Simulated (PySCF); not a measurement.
**How methods differ on the excitation energy of Sb+**

Sb+ [Kr] 4d10 5s2 5p2 (3P) → Sb+ [Kr] 4d10 5s1 5p2 5d1 (high-spin determinant), as a difference of total energies. Computed with PySCF 2.14 in aug-cc-pwCVTZ-PP with ECP28MDF (8s7p6d4f1g, 96 functions), with scalar relativity through the core potential. Correlated levels: valence: 4s2 4p6 4d10 frozen; valence and next inner shell: nothing frozen outside the core potential. The calculations carry no spin-orbit coupling.

| method | excitation energy (eV) |
| --- | --- |
| UHF | 14.460 |
| LDA | 16.582 |
| PBE | 16.167 |
| PBE0 | 15.969 |
| r2SCAN | 15.984 |
| TPSS | 16.041 |
| PW91 | 16.205 |
| HSE06 | 16.008 |
| MP2 (valence) | 15.291 |
| SCS-MP2 (valence) | 15.680 |
| MP2 (valence and next inner shell) | 16.380 |
| SCS-MP2 (valence and next inner shell) | 16.554 |

Q: How much does correlation contribute at MP2 (valence and next inner shell)?

A: 16.380 − (14.460) = 1.920 eV, measured against UHF.

The promoted electron is Rydberg-like, and one or two diffuse shells describe it only roughly, which tends to raise the upper state.

The determinant of the upper state mixes LS terms, which raises its energy above the lowest term, most at the Hartree-Fock and MP2 levels.
